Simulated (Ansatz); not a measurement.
**Relaxing a trial structure of HIZn**

The starting geometry of this gas-phase singlet was optimised with GFN2-xTB.

```xyz
3

I     0.0379    1.0682    1.4929
Zn    0.3409   -1.3341   -1.0569
H     0.1932   -0.1674    0.1813
```

Task: Where would you expect an optimisation with PBE0-D3(BJ)/def2-SVP to take it?

Result: It loosens into HI + Zn, which stay close as a complex. Contacts that open: Zn2–H3 (1.71 → 2.35 Å).

The energy falls by 0.27 eV over 7 steps:

| step | E − E(last) (eV) |
| --- | --- |
| 1 | 0.266 |
| 2 | 0.126 |
| 3 | 0.027 |
| 4 | 0.001 |
| 5 | 0.000 |
| 6 | 0.000 |
| 7 | 0.000 |

Final geometry (Å):

```xyz
3

I     0.0284    1.1417    1.5708
Zn    0.3730   -1.5901   -1.3286
H     0.1705    0.0151    0.3751
```

The end wasn't checked by frequencies. Atoms past krypton carry core potentials, without spin–orbit terms. Run with Ansatz 0.2.0, 12 s on 1 thread of Arm Neoverse V1 (shared host).
